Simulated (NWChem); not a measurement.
## Atomisation of H₄F₂GeOSi

```xyz
9

Si     1.5209    -0.3890     0.3156
F      1.2578    -0.8587     1.8387
F      2.0682     1.1271     0.4218
O      0.1450    -0.4400    -0.5423
Ge    -1.5336     0.2094    -0.5736
H      2.5516    -1.2413    -0.2897
H     -2.2400    -0.2371     0.7197
H     -2.1750    -0.4142    -1.8227
H     -1.4479     1.7434    -0.6758
```
Charge 0, spin multiplicity 1.

All runs are NWChem calculations. All single points use one geometry, from B3LYP/def2-SVP, with no frequency check, so it may be a saddle point. It is one conformer; others weren't searched.

Basis set: def2-SVP. The atomisation energy is electronic alone: no zero-point, thermal, spin-orbit or counterpoise terms. No value is extrapolated to the basis-set limit. Free atoms are single determinants with multiplicities Si 3, F 2, O 3, Ge 3, H 2. Correlated methods freeze the same cores in atoms and molecule, 17 orbitals in all.

```tsv
method	atomisation energy (kcal/mol)	relative cost
B3LYP	755.6	under 3
r2SCAN	766.8	under 3
BHandHLYP	733.0	under 3
PBE	767.1	under 3
PBE0	749.6	under 3
MP2	740.2	under 3
BLYP	756.4	under 3
HF	561.6	1
```

The values span 205.5 kcal/mol, from HF (lowest) to PBE (highest). The cost column gives rough processor time relative to HF; each entry includes its own SCF. Costs are the molecule's.

The Hamiltonian is non-relativistic. B3LYP has NWChem's definition, with VWN1-RPA local correlation. The structure started from a generated list of species. No SCF solution was tested for a lower state. Open-shell Hartree-Fock references start from PBE0 orbitals; any time given for them includes that run.
